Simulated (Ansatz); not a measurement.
One change: `[AlH2][CH2]CI` becomes `FCCI`.

Ansatz, PBE0-D4/def2-TZVP geometries, multiplicity 1. Each molecule was computed in one conformer, which needn't be the lowest.

Elements past krypton have def2 core potentials.

| property | `[AlH2][CH2]CI` |
| --- | --- |
| HOMO–LUMO gap (ωB97M-V/def2-TZVPP) / eV | 9.06 |
| HOMO–LUMO gap (B3LYP/def2-TZVPP) / eV | 4.87 |
| HOMO energy (PBE0/def2-TZVPP) / eV | -7.04 |
| HOMO–LUMO gap (PBE/def2-TZVPP) / eV | 3.43 |
| size of the dipole moment (ωB97M-V/def2-TZVPP) / D | 1.96 |
| HOMO energy (B3LYP/def2-TZVPP) / eV | -6.80 |

Problem. Give the same properties after the change, and the shifts. (An estimate is asked.)

Solution. The calculation gave: 
| property | `FCCI` | shift |
| --- | --- | --- |
| HOMO–LUMO gap (ωB97M-V/def2-TZVPP) / eV | 10.69 | 1.63 |
| HOMO–LUMO gap (B3LYP/def2-TZVPP) / eV | 6.06 | 1.19 |
| HOMO energy (PBE0/def2-TZVPP) / eV | -7.59 | -0.55 |
| HOMO–LUMO gap (PBE/def2-TZVPP) / eV | 4.46 | 1.03 |
| size of the dipole moment (ωB97M-V/def2-TZVPP) / D | 0.30 | -1.66 |
| HOMO energy (B3LYP/def2-TZVPP) / eV | -7.35 | -0.55 |

With PBE0 the HOMO falls by 0.55 eV and the LUMO rises by 0.68 eV, so the gap widens by about 1.23 eV. PBE moves the HOMO by -0.50 eV and ωB97M-V by -0.58 eV. Dipoles are sizes alone; their direction can turn.

B3LYP here is the variant with VWN-RPA as its local correlation; programs differ in this.

Spin–orbit coupling is left out; it splits and shifts lone-pair levels of the heavy atoms by tenths of an eV.
